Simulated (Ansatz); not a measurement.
Basis-set extrapolation for BFH7NSi2 (`B[SiH2]N[SiH2]F`) (PBE0-D4/def2-TZVP geometry, frozen core, Ansatz). Multiplicity 1, RHF reference.

|  | def2-TZVPP | def2-QZVPP |
| --- | --- | --- |
| HF | -760.699494 | -760.727100 |
| MP2 correlation | -0.810789 | -0.875509 |
| CCSD(T) correlation | -0.893281 | not run |

Energies in hartree. Use E(X) = E(∞) + A·exp(−7.88·√X) for Hartree–Fock and E(X) = E(∞) + B·X^(−2.97) for correlation, with X = 3 and 4, and add CCSD(T) minus MP2 of the smaller set to the MP2 limit.

Q: What is the CCSD(T) energy at the basis-set limit?

A: HF limit: -760.727100 + (-0.027606) × 0.13774 = -760.73090. MP2 limit: -0.875509 + (-0.064720) × 0.74074 = -0.92345. Higher-order term: -0.893281 − (-0.810789) = -0.08249. Total: -761.73684 hartree, 378.2 kJ/mol below CCSD(T)/def2-TZVPP.
